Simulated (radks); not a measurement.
Results of a calculation; reference values are marked as such.
The potassium ion K+ inside a hard spherical wall (all orbitals vanish at R), configuration held at [Ar] and not refilled when levels cross. Code: a radial shooting solver on a logarithmic mesh with Libxc functionals. Model: non-relativistic Kohn-Sham, PBE, spin-polarised, spherical densities, point nucleus. Eigenvalues in eV for spin up, with the zero of energy where the potential of the charges vanishes at infinity; a dash marks a level that is unbound or too diffuse for the functional's potential to be trusted. A positive occupied level is held by the wall or, in an anion where self-interaction has pushed it up, behind a barrier. The pressure on the wall is -dE/dV.

| R (bohr) | E (hartree) | kinetic (hartree) | e(2s) | e(2p) | e(3s) | e(3p) | e(4s, empty) | e(3d, empty) | pressure (GPa) |
|---|---|---|---|---|---|---|---|---|---|
| free | -599.54697 | 598.913 | -356.63 | -286.07 | -41.126 | -24.896 | - | - | 0 |
| 20 | -599.54697 | 598.913 | -356.63 | -286.07 | -41.126 | -24.896 | - | - | < 0.0001 |
| 15 | -599.54697 | 598.913 | -356.63 | -286.07 | -41.126 | -24.896 | - | - | < 0.0001 |
| 10 | -599.54697 | 598.913 | -356.63 | -286.07 | -41.126 | -24.896 | -6.153 | -3.830 | < 0.0001 |
| 8 | -599.54696 | 598.913 | -356.63 | -286.07 | -41.126 | -24.896 | -5.977 | -3.743 | 0.000161 |
| 7 | -599.54694 | 598.913 | -356.63 | -286.07 | -41.125 | -24.895 | -5.648 | -3.617 | 0.00260 |
| 6 | -599.54670 | 598.916 | -356.62 | -286.06 | -41.113 | -24.883 | -4.787 | -3.340 | 0.0422 |
